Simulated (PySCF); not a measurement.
Compound: C6H9N.
Structure used (GFN2-xTB), in Å, numbered top down from 1:
```
atom  x, y, z in Å
C1    -1.605    1.858   -1.080
C2    -1.041    0.951   -0.538
C3    -0.289   -0.151    0.033
C4    -1.227   -1.189    0.636
C5     0.881    0.327    0.925
C6     1.804   -0.036   -0.243
N7     0.699   -0.740   -0.894
H8    -2.125    2.652   -1.528
H9    -1.788   -0.750    1.459
H10   -0.646   -2.032    1.001
H11   -1.926   -1.546   -0.118
H12    0.859    1.375    1.212
H13    1.020   -0.297    1.804
H14    2.179    0.841   -0.784
H15    2.642   -0.699   -0.015
H16    0.555   -0.554   -1.880
```

NICS = −σ at a ghost point: NICS(0) at the centroid of the ring atoms, NICS(1) 1 Å to either side along the normal of their mean plane, zz for the tensor component along that normal. Level: GIAO PBE0/pcSseg-1 (PySCF, non-relativistic, gas phase) on the GFN2-xTB geometry, one conformer.

Ring bond lengths (Å), with Mayer bond orders in brackets: C3–C5 1.547 (1.00), C5–C6 1.533 (1.04), C6–N7 1.463 (0.98), N7–C3 1.477 (1.01).

What do the NICS probes read (ppm)?

| ring | type | NICS(0) | NICS(1), two faces | NICS(1)zz, two faces | rms pucker (Å) | centre to ring atoms, mean (Å) |
| --- | --- | --- | --- | --- | --- | --- |
| C3–C5–C6–N7 | 4-membered ring with N; formal bonds all single | -1.9 | -0.3 / 1.0 | 1.4 / 4.2 | 0.08 | 1.06 |

What do they say, and how far can they be read as aromaticity?

- C3–C5–C6–N7: mean NICS(1)zz 2.8 ppm, near zero. C3, C5, C6 have four or more neighbours, and the NICS criterion for π rings isn't applied.

Hardware: an Arm Neoverse V2 with one thread, shared host. Cost: 17 s wall, 0.74 GiB resident at most. This is the whole shielding run at PBE0/pcSseg-1, SCF included.
